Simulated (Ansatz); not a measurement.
Species: H2BI, SMILES `BI` (charge 0, multiplicity 1).

Task: Give a relaxed geometry from CAM-B3LYP-D3(BJ)/def2-TZVP run with Ansatz (a program for electronic structure).

Result: the end point of this relaxation (outside a Z-matrix the atoms follow the SMILES, hydrogens last).
Bonds (Å): B1–I2 2.100, B1–H3 1.182, B1–H4 1.182. Bond angles (°): I2–B1–H3 117.9, I2–B1–H4 117.9, H3–B1–H4 124.1.
